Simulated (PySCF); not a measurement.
**Radial density of O (oxygen, neutral)**

UHF, [He] 2s2 2p4, high-spin 3P determinant. All numbers are calculated (PySCF 2.14, the non-relativistic Hamiltonian (point nucleus), in def2-SVP (3s2p1d, 14 functions)).

```csv
r (bohr),4πr²ρ (e/bohr),4πr²(ρα − ρβ)
0.00336,0.03965,0.0001
0.00566,0.1106,0.0003
0.00951,0.3015,0.0008
0.0160,0.7780,0.0021
0.0269,1.834,0.0049
0.0453,3.898,0.0105
0.0762,6.759,0.0209
0.128,8.573,0.0563
0.215,6.547,0.2197
0.362,3.322,0.6924
0.610,3.990,1.4625
1.03,4.476,1.4501
1.72,1.845,0.5434
2.90,0.2383,0.0743
4.88,0.0003542,0.0001
```
